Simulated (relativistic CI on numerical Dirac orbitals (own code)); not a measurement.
# Slater and spin-orbit integrals, Ru XLI

Calculated at this level of theory: Dirac-Coulomb-Breit CI, orbitals from a KLI potential per configuration, a model potential for QED, unscaled Slater integrals (own radial code, finite nucleus).

Slater integrals F^k, G^k are unscaled and averaged over j, outside the closed core 1s2; ζ comes from projecting the Hamiltonian with its Breit term on Σ l·s of the shell.

- 2s 2p: G^1(2s,2p) = 855940, ζ(2p) = 810590 cm⁻¹; <r>(2s) = 0.136, <r^2>(2s) = 0.02172, <r>(2p) = 0.1167, <r^2>(2p) = 0.01645 (bohr units).
- 2p2: F^2(2p,2p) = 816710, ζ(2p) = 806290 cm⁻¹; <r>(2p) = 0.1169, <r^2>(2p) = 0.0165 (bohr units).
- 2p 3s: ζ(2p) = 822290, G^1(2p,3s) = 87981 cm⁻¹; <r>(2p) = 0.1162, <r^2>(2p) = 0.01632, <r>(3s) = 0.3132, <r^2>(3s) = 0.1116 (bohr units).

Averages of the first 10 configurations, taken without configuration mixing, which lowers the lowest level and can move excited configurations by several eV; other configurations of the list can lie among them:

```csv
Configuration,Parity,States,Average energy above the lowest level (eV)
2s2,even,1,9.5
2s 2p,odd,12,197.5
2p2,even,15,420.7
2p 3s,odd,12,3666.1
2p 3p,even,36,3727.5
2s 3s,even,4,3466.8
2s 3p,odd,12,3530.9
2s 3d,even,20,3575.1
2s 4s,even,4,4653.6
2s 4p,odd,12,4680.0
```
